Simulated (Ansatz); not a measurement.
Geometry optimisation, RKS PBE/def2-SVP in Ansatz.

Input file:

```yaml
crystal:
  periodic: [false, false, false]
  atoms:
    - { symbol: Ga, position_ang: [0.0, 0.0, 0.0] }
    - { symbol: C, position_ang: [0.0, 0.0, 2.33] }
    - { symbol: H, position_ang: [-0.9996, -0.3092, 2.7005] }
    - { symbol: H, position_ang: [0.7676, -0.7111, 2.7005] }
    - { symbol: C, position_ang: [0.3177, 1.3971, 2.8374] }
    - { symbol: H, position_ang: [0.9159, 1.3257, 3.7696] }
    - { symbol: H, position_ang: [0.8975, 1.9479, 2.0676] }
    - { symbol: H, position_ang: [-0.628, 1.9396, 3.0459] }
    - { symbol: C, position_ang: [1.7147, 0.0, -0.99] }
    - { symbol: H, position_ang: [2.0443, -1.0462, -1.1602] }
    - { symbol: H, position_ang: [1.5782, 0.508, -1.9674] }
    - { symbol: C, position_ang: [2.7685, 0.7369, -0.1795] }
    - { symbol: H, position_ang: [3.6923, 0.1238, -0.1284] }
    - { symbol: H, position_ang: [2.9965, 1.7088, -0.6648] }
    - { symbol: H, position_ang: [2.3873, 0.9171, 0.8472] }
    - { symbol: H, position_ang: [-1.3596, 0.0, -0.785] }
    - { symbol: F, position_ang: [-0.2561, -1.8806, 0.6306] }
    - { symbol: H, position_ang: [-0.1762, -1.2937, 1.7624] }
basis:
  gaussian: { orbitals: def2-SVP }
hamiltonian:
  xc: pbe
relax:
  f_tol: 0.15
  max_steps: 25
  restrain:
    - { distance: [0, 16], at: 2.9, k: 30.0 }
    - { distance: [17, 1], at: 2.31, k: 30.0 }
    - { distance: [0, 1], at: 1.98, k: 30.0 }
    - { distance: [17, 16], at: 0.92, k: 30.0 }
output:
  orbitals: {}
```

Launched with:

```bash
$ ansatz run input.yaml --threads 4 --pin off --max-ram 5120MiB --backend cpu --events-out ev --progress --plain --runs-dir out
```

**Question.** Where does it end, and by what steps?

**Answer.** The run converged. The restraints hold the end off the free minimum. After 14 steps the energy has fallen by 1.470 eV (the restraints' own energy left out); H15 moved furthest, 1.02 Å. Parted: Ga1–F17 (2.00 → 2.89 Å). Joined: F17–H18 (1.28 → 0.93 Å).

```
step  energy less start (eV)  largest force component (eV/Å)  accepted
   0                  0.0000                           2.987       yes
   1                 -0.3422                           3.027       yes
   2                 -0.2603                           5.380       yes
   3                 -0.2952                           4.629       yes
   4                 -0.9521                           2.274       yes
   5                 -1.2973                           0.786       yes
   6                 -1.2797                           1.317        no
   7                 -1.3430                           0.572       yes
   8                 -1.3806                           0.371       yes
   9                 -1.4177                           0.365       yes
  10                 -1.4506                           0.383       yes
  11                 -1.4554                           0.464       yes
  12                 -1.4628                           0.405       yes
  13                 -1.4388                           1.245        no
  14                 -1.4698                           0.415       yes
```

```xyz
18
Properties=species:S:1:pos:R:3
Ga -0.023 0.161 0.151
C 0.095 0.155 2.139
H -0.816 -0.351 2.540
H 0.977 -0.437 2.474
C 0.196 1.560 2.761
H 0.248 1.542 3.871
H 1.101 2.095 2.405
H -0.681 2.186 2.492
C 1.661 0.110 -0.916
H 1.794 -0.968 -1.163
H 1.493 0.615 -1.891
C 2.912 0.646 -0.209
H 3.843 0.488 -0.795
H 2.833 1.737 -0.023
H 3.069 0.166 0.779
H -1.450 0.350 -0.531
F -0.324 -2.596 0.974
H -0.266 -2.094 1.758
```

The run took 62 s on 4 threads of Arm Neoverse N1, with other jobs on the host, peak memory 0.25 GiB.
